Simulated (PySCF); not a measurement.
Electron correlation in Er (erbium, neutral)

[Xe] 4f12 6s2, one real determinant. All numbers are calculated (PySCF 2.14, scalar relativity by spin-free X2C-1e, in x2c-TZVPPall (11s7p7d4f2g, 113 functions)). Frozen: [Kr] 4d10; 22 electrons correlated.

MP2 pair energies summed by pair of shells (mhartree):

```
 pair   energy  share (%)
4f-4f  -518.16       49.5
4f-5p  -247.95       23.7
5p-5p  -121.05       11.6
4f-5s   -55.20        5.3
5s-5p   -31.37        3.0
5p-6s   -30.09        2.9
4f-6s   -18.79        1.8
6s-6s   -17.32        1.7
5s-5s    -6.03        0.6
5s-6s    -1.42        0.1
```

Total MP2 correlation energy: -1047.4 mhartree.

Same-spin part -397.14 and opposite-spin part -650.24 mhartree; SCS-MP2 scales them by 1/3 and 6/5 to -912.67 mhartree.

The reference is one real determinant that mixes LS terms of this configuration.
